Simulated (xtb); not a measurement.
C3H3, SMILES c1c[cH+]1, charge +1. All values are semi-empirical tight-binding results from xtb (GFN2-xTB unless named), good for trends rather than for accurate numbers. Coordinates come from a GFN2-xTB optimisation.

Optimised geometry:

```xyz
6

C      0.7954     0.0000     0.0000
C     -0.3977     0.6889     0.0000
C     -0.3977    -0.6889     0.0000
H      1.8687     0.0000     0.0000
H     -0.9344     1.6184     0.0000
H     -0.9344    -1.6184     0.0000
```
Charge +1, spin multiplicity 1.

```yaml
point_group_as_xtb_finds_it: D3h
orbital_gap: 5.23 eV
zero_point_energy: 26.7 kcal/mol
G − E(el) at 298.15 K (modified RRHO): 12.9 kcal/mol
static polarisability (D4 model): 29.5 bohr³
solvation energy, GFN2-xTB/ALPB(water): -66.1 kcal/mol
solvation energy, GFN2-xTB/ALPB(ether): -55.7 kcal/mol
```

Computed IR lines (harmonic; lines under 4 % of the strongest left out, lines within 3 cm⁻¹ merged):
ν (cm⁻¹): 796 (m), 876 (m), 1225 (m), 3115 (vs) (against the strongest line: vs over 80 %, s over 45 %, m over 15 %, w over 4 %, vw less)

### Question
Give the atomic charges and the Wiberg bond orders between heavy atoms. (The exact figures need the calculation; the answer reports its results.)

### Answer
charges (e) C1 0.11, C2 0.11, C3 0.11, H4 0.22, H5 0.22, H6 0.22. Bond orders C1–C2 1.41, C1–C3 1.41, C2–C3 1.41.
